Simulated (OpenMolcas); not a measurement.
## InNH4 (SMILES [NH2][InH2]): the energy, rung by rung

InNH4 has 6 atoms, charge 0, and is taken as a singlet. SMILES: `[NH2][InH2]`. The coordinates come from a PBE0-D4/def2-TZVP relaxation.

```jsonl
{"atom": "N", "x (Å)": "-0.0922", "y (Å)": "-1.0605", "z (Å)": "0.0366"}
{"atom": "In", "x (Å)": "0.0953", "y (Å)": "0.9359", "z (Å)": "-0.0483"}
{"atom": "H", "x (Å)": "-0.5980", "y (Å)": "-1.5529", "z (Å)": "0.7534"}
{"atom": "H", "x (Å)": "0.3119", "y (Å)": "-1.6973", "z (Å)": "-0.6293"}
{"atom": "H", "x (Å)": "1.0125", "y (Å)": "1.5205", "z (Å)": "-1.3707"}
{"atom": "H", "x (Å)": "-0.6874", "y (Å)": "1.7903", "z (Å)": "1.2121"}
```

Each level gives the energy change with the N1–H4 bond stretched from 1.006 to 1.157 Å (eV). The values are calculated.

```
                                         level                   kind     program  value (eV)  less CCSD(T)/def2-SVP  CPU time (all runs)
   HF/def2-SVP (core potential) (unrestricted)           Hartree–Fock  OpenMolcas        0.46                  +0.12                5.7 s
  SVWN5/def2-SVP (core potential) (restricted)                    LDA  OpenMolcas        0.29                  -0.05                 34 s
   BLYP/def2-SVP (core potential) (restricted)                    GGA  OpenMolcas        0.28                  -0.06                 49 s
 r2SCAN/def2-SVP (core potential) (restricted)               meta-GGA  OpenMolcas        0.35                  +0.01                 54 s
 M06-2X/def2-SVP (core potential) (restricted)        hybrid meta-GGA  OpenMolcas        0.36                  +0.02                 45 s
 B2PLYP/def2-SVP (core potential) (restricted)          double hybrid  OpenMolcas        0.35                  +0.01                 31 s
    MP2/def2-SVP (core potential) (restricted)    perturbation theory  OpenMolcas        0.36                  +0.02                 11 s
CCSD(T)/def2-SVP (core potential) (restricted)  coupled cluster or CI  OpenMolcas        0.34                   0.00                 46 s
```

CCSD(T)/def2-SVP (core potential) (restricted) is the highest level here, not the true value. The first shape isn't each level's own minimum. The values span 0.28 to 0.46 eV. In the correlated wave-function rows the outer d shell of In is correlated, in sets not made for it. CPU times are rough (shared hosts, several kinds of processor): they show what a rung costs within a factor of a few.
